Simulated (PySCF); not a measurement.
Telling isomers of C5H6O4Si apart by NMR

Single conformer, non-relativistic, one averaged value for each set of equivalent atoms, gas phase. Shielding tensors at PBE0/pcSseg-1 (GIAO); geometry: GFN2-xTB; PySCF 2.14.

Referencing at the same level of theory: 1H (σref 31.72) and 13C (σref 186.93) vs TMS. Where no couplings were computed, multiplicities follow the n + 1 count of equivalent neighbours, and m marks all less simple cases (inequivalent or close neighbours, rings, F or P nearby). Shifts are as computed. Against solution values, carbons near 30 ppm lie about +3 ppm off and those near 130 ppm about +5 ppm (rms about the fit 2.1 ppm; single classes can miss by 10 ppm). Of 1328 compounds with measured shifts, 309 miss one by over three times the rms of a fit or turn the order of signals round; such compounds aren't used in these exercises. Signals without a measured value on file couldn't be tested in this way; 1H shifts scatter by 0.2 ppm about their fit, and single ones miss by 0.5 ppm.

(1) Tabulate the signals of `C=C[Si]1(C)OC(=O)C(=O)O1`, `O=C=C(C=O)[C@@H]([SiH3])OC=O` and their relative energies.

(2) What is the quickest way to tell C=C[Si]1(C)OC(=O)C(=O)O1 from O=C=C(C=O)[C@@H]([SiH3])OC=O?

Results:

(1) 
| SMILES | carbon types | δC | δH | E rel. (kcal/mol) |
| --- | --- | --- | --- | --- |
| C=C[Si]1(C)OC(=O)C(=O)O1 | 2×C 1×CH 1×CH2 1×CH3 | 157.6, 149.7, 135.4, 0.9 | 6.81 (m, 1H), 6.58 (m, 1H), 6.20 (m, 1H), 0.68 (s, 3H) | 0.0 |
| O=C=C(C=O)[C@@H]([SiH3])OC=O | 2×C 3×CH | 206.6, 185.2, 164.3, 61.3, 58.4 | 9.90 (s, 1H), 8.11 (s, 1H), 5.65 (q, 1H), 4.00 (d, 3H) | 87.6 |

Energies are electronic energies at PBE0/pcSseg-1 on these geometries, without zero-point or thermal terms, each for the one conformer computed, which needn't be the lowest.

(2) Count the carbon signals: 4 against 5. The first has a terminal =CH2 carbon at 149.7 ppm, the second an allylic sp3 CH bonded to O and Si at 61.3 ppm. Their most deshielded carbons lie at 157.6 and 206.6 ppm. In the proton spectra the most deshielded non-exchanging signals are 6.81 (m, 1H) and 9.90 (s, 1H).
